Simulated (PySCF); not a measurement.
**Computed properties of Al(SeH)3 (AlH3Se3), SMILES [SeH][Al]([SeH])[SeH]**

Al(SeH)3 (AlH3Se3), SMILES [SeH][Al]([SeH])[SeH]. The structure is a stationary point at B3LYP-D3(BJ)/def2-SVP. Other conformers were not sampled. All values are computed for the isolated molecule unless a solvent is named; none is compared with measurement here.

**Structure.** All 15 harmonic modes at B3LYP-D3(BJ)/def2-SVP (PySCF) are real, so it is a minimum. With heavy atoms numbered as in [Al:1]([SeH:2])([SeH:4])[SeH:6], the shortest bond between them is Al1–Se2 at 2.323 Å and the longest Al1–Se6 at 2.326 Å.

**Vibrations.** The strongest infrared lines (harmonic, unscaled, degenerate partners summed) lie at 443 cm⁻¹ (88 km/mol, Al 70 %, Se 20 %, H 10 %), 452 cm⁻¹ (68 km/mol, Al 70 %, H 15 %, Se 15 %), 618 cm⁻¹ (17 km/mol, H 85 %, Al 13 %). The softest mode is at 72 cm⁻¹ and the zero-point energy is 15.6 kcal/mol.

**Electronic structure.** r2SCAN/def2-TZVP (PySCF) places the frontier levels at -6.48 and -1.58 eV, a gap of 4.90 eV, and gives a dipole moment of 1.13 D and a mean polarisability of 109.5 bohr³. PBE/def2-TZVP (PySCF) at the same geometry gives -6.18 and -1.83 eV, so its gap is 0.55 eV narrower. An orbital gap is neither the optical nor the fundamental gap.

**Excitations.** TDA-ωB97X/def2-SVPD (PySCF) has S1 at 5.33 eV (233 nm, f = 0.001, dark); the most intense of the 10 singlets computed lies at 6.33 eV (f = 0.20). T1 (TDA) is at 5.01 eV, 0.32 eV under S1. TDA-PBE/def2-SVPD (PySCF) puts S1 at 4.34 eV. No vertical singlet excitation falls in the visible range (under 3.1 eV).

**NMR.** GIAO shifts at HF/pcSseg-1 (PySCF) (non-relativistic, atoms alike by connectivity averaged): ¹H at 1.3 ppm against TMS.
